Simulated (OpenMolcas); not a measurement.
**Pt4+: moving or changing the point charges**

Pt4+ among 6 point charges of -1.7 e arranged as an octahedron (Oh), 2.11 Å from the ion.
```
   2.1100    0.0000    0.0000  -1.70
   0.0000    2.1100    0.0000  -1.70
  -2.1100    0.0000    0.0000  -1.70
   0.0000   -2.1100    0.0000  -1.70
   0.0000    0.0000    2.1100  -1.70
   0.0000    0.0000   -2.1100  -1.70
```

```json
{
  "Program": "OpenMolcas 26.06",
  "Method": "CASSCF",
  "Basis": "ANO-RCC-VTZP [8s7p5d3f1g]",
  "Scalar Hamiltonian": "DKH2, point nucleus",
  "Active space": "6 electrons in 5 orbitals (5d)",
  "State averaging": "2S+1 = 5 even, 5 roots; 2S+1 = 3 even, 45 roots; 2S+1 = 1 even, 50 roots",
  "Spin-orbit coupling": "state interaction with AMFI integrals over the reference wave functions"
}
```

Runs around this geometry, states (labels of O, the rotations of Oh). Energies in cm-1 above the lowest state or level, χT in cm3 K/mol; under a threefold ground state the first gap can be a small split of the lowest multiplet, not the spin-orbit step; 10Dq and B are least-squares fits to the states below 45000 cm-1, weighted by degeneracy, with a free offset, and given where the rms deviation is under 5 % of |10Dq| (or 100 cm-1) and under 700 cm-1.

```csv
R (Å),q (e),Ground state,First state of that spin,10Dq,B (rms of fit),First gap with spin-orbit (degeneracies),χT at 300 K,First state of another spin
2.11,-0.85,5T2,5E 2868,2777,940 (35),"202.1 (3, 2)",5.008,3T1 18147
1.98,-1.7,5T2,5E 7774,7518,938 (121),"92.1 (3, 2)",4.415,3T1 14296
2.11,-1.7,5T2,5E 5700,5514,939 (83),"202.0 (3, 2)",4.682,3T1 16021
2.33,-1.7,5T2,5E 3499,3387,940 (45),"218.9 (3, 2)",4.926,3T1 17718
```

Taking |10Dq| as R^-n, n = -ln(3387 / 7518) / ln(2.33 / 1.98) = 4.9 between the shortest and longest distance. The point-charge formula for a cubic d site gives n = 5.

Scaling the charges by -0.85 / -1.7 = 0.50 scales |10Dq| by 2777 / 5514 = 0.50; with fixed orbitals a first-order splitting would follow the charge.

An orbital triplet at a regular site is open to Jahn-Teller coupling, which can distort the site and quench the lowest spin-orbit gaps and is left out. Without dynamic correlation the repulsion within the d shell is too large (B by tens of per cent), so at a given field states of lower spin stand too high. Point charges give a weaker field than real ligands, and real ions of this kind are as a rule low spin; the high spin found here belongs to the model. This field is weak: 10Dq is about 2777 cm-1, while octahedral complexes of 5d ions of charge 3 and more, computed by the same method with explicit ligands, had a median near 35000 cm-1. Ground spin and moment need not be those of a real site (figures for R = 2.11, q = -0.85; the like holds for R = 1.98, q = -1.7, R = 2.11, q = -1.7, R = 2.33, q = -1.7). The ground term spreads over less than 5000 cm-1, several times less than with real ligands, so orbital moments are less quenched and χT lies further from the spin-only value than at real sites (holds for R = 2.11, q = -0.85; R = 2.33, q = -1.7). This shell can be high or low spin here, a state of another spin lies low, and with metal d orbitals alone active their balance is uncertain, so the ground spin may be wrong (holds for R = 1.98, q = -1.7). This is an electrostatic model: the charges have no orbitals. No measured value stands beside these numbers.
